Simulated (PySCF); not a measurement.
Excitation energy of V(2+) by level of theory

V(2+) [Ar] 3d3 (4F) → V(2+) [Ar] 3d2 4s1 (4F), as a difference of total energies. All numbers are calculated (PySCF 2.14, the spin-free X2C one-electron Hamiltonian (Gaussian nucleus), in aug-cc-pVTZ-DK (8s7p5d3f2g, 93 functions)). Correlated levels: valence: [Ar] frozen. The calculations carry no spin-orbit coupling.

```json
{"method": "UHF", "excitation energy (eV)": "5.064"}
{"method": "MP2 (valence)", "excitation energy (eV)": "5.262"}
{"method": "SCS-MP2 (valence)", "excitation energy (eV)": "5.130"}
{"method": "CCSD (valence)", "excitation energy (eV)": "5.285"}
{"method": "CCSD(T) (valence)", "excitation energy (eV)": "5.286"}
```

Question: How much does correlation contribute at CCSD(T) (valence)?

Answer: 5.286 − (5.064) = 0.222 eV, measured against UHF.
